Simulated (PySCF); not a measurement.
A calculated (CAM-B3LYP, PySCF 2.14, def2-QZVPPD, no relativity, point nucleus) atom or ion has these occupied shells.

| shell | electrons | orbital energy (eV) | rms radius, mean of both spins (bohr) |
| --- | --- | --- | --- |
| 1s α | 1 | -7565.8 | 0.0659 |
| 1s β | 1 | -7565.7 | 0.0659 |
| 2s α | 1 | -907.84 | 0.281 |
| 2s β | 1 | -905.99 | 0.281 |
| 2p α | 3 | -789.20 | 0.250 |
| 2p β | 3 | -787.68 | 0.250 |
| 3s α | 1 | -117.07 | 0.842 |
| 3s β | 1 | -112.83 | 0.842 |
| 3p α | 3 | -81.222 | 0.894 |
| 3p β | 3 | -76.713 | 0.894 |
| 3d α | 5 | -22.401 | 1.18 |
| 3d β | 2 | -19.805 | 1.18 |
| 4s α | 1 | -15.223 | 2.81 |

Problem. Name the element and its charge.

Solution. Co+ (cobalt, charge +1), in [Ar] 3d7 4s1, high-spin 5F determinant (an excited configuration).
